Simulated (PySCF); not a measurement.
System: C₆H₁₅O, charge 1, multiplicity 1. It need not be the lowest isomer of its formula. 
Structure (B3LYP-D3(BJ)/def2-TZVP (Ansatz) minimum search):
```
C
H 1 1.0937
H 1 1.0937 2 106.87
C 1 1.5287 2 109.59 3 118.66
H 4 1.0948 1 109.33 2 63.41
H 4 1.0948 5 106.49 1 -118.00
C 4 1.5273 5 109.47 6 -118.26
H 7 1.0943 4 109.20 5 -63.87
H 7 1.0943 8 106.33 4 117.70
C 7 1.5255 8 109.67 9 118.51
H 10 1.0900 7 111.03 8 -58.21
H 10 1.0920 11 107.73 7 121.97
H 10 1.0920 11 107.73 12 116.06
C 1 1.5415 2 109.45 3 -118.43
H 14 1.0937 1 109.24 2 179.29
H 14 1.0937 15 108.25 1 -118.85
C 14 1.4946 15 110.49 16 -121.11
H 17 1.0863 14 115.37 15 174.36
H 17 1.0863 18 110.64 14 -133.26
O 17 1.5762 18 101.04 19 -106.39
H 20 0.9755 17 112.64 18 -61.19
H 20 0.9755 21 108.99 17 125.79
```
Charge +1, spin multiplicity 1.

Dispersion corrections to the total energy (kcal/mol) from the dftd3 and dftd4 libraries through PySCF: D3(BJ) without and D4 with the three-body term, each with the damping fitted for the functional named.

| functional | D3(BJ) | D4 |
|---|---|---|
| B2GP-PLYP | -5.16 | -3.53 |
| HF | ? | -31.48 |
| LC-wPBE | -9.20 | ? |
| PW6B95 | -4.66 | -7.12 |
| PBE0 | -8.77 | -7.05 |
| HSE06 | -6.34 | -6.49 |
| BHLYP | ? | -8.93 |

Question: Complete the blanks.

Answer: 
- HF, D3(BJ): -75.14
- LC-wPBE, D4: -9.17
- BHLYP, D3(BJ): -12.73
